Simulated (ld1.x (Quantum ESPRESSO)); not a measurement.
What the settings do to the TM potential of carbon (C)

Base potential:

- Element: carbon
- Generator: ld1.x (Quantum ESPRESSO) 7.5
- Type: norm-conserving Troullier–Martins (Kleinman–Bylander form)
- Functional: BLYP
- Relativity: scalar-relativistic
- Frozen core: [He]
- Valence charge: 4
- Reference configuration: 2s2 2p2
- Partial waves: 2s (bound): rc 0.80 bohr; 2p (bound): rc 1.55 bohr
- Local potential: all-electron potential smoothed inside 0.70 bohr (lloc = -1)
- Core correction: a·sin(br)/r model core inside 0.55 bohr

Cutoffs, loose and tight: the cutoffs (Ry, on a coarse ladder) from which the occupation-weighted sum of valence levels, in a spherical-Bessel basis at the reference potential, stays within 10 and 1 mRy of its value at 400 Ry. They do not see the model core or the augmentation charge, which bear on the density cutoff. Test errors are all-electron minus pseudo excitation energies from the reference, over the configurations 2s2 2p1; 2s2 2p0; 2s1 2p0; 2s2 2p1.5; 2s1 2p3; 2s0 2p4; 2s2 2p2.3. A dash means not determined; rows that change the core or the reference have their own tests.

| change | outcome | cutoff, loose | cutoff, tight | bound ghosts | largest test error (meV) |
| --- | --- | --- | --- | --- | --- |
| base | generated | 100 Ry | 230 Ry | none | +276 |
| local potential all-electron potential smoothed inside 1.66 bohr (lloc = -1) | generated | 100 Ry | 230 Ry | none | +235 |
| non-relativistic | generated | 100 Ry | 230 Ry | none | +276 |
| core correction a·sin(br)/r model core inside 0.92 bohr | generated | 100 Ry | 230 Ry | none | +435 |
| functional LDA (PZ) | generated | 100 Ry | 230 Ry | none | +241 |
| local potential the p channel | generated | 100 Ry | 230 Ry | none | +244 |
| all radii but the core radius scaled by about 1.37 (s 1.10, p 2.12 bohr); local potential all-electron potential smoothed inside 0.96 bohr (lloc = -1) | generated | 35 Ry | 90 Ry | none | +753 |
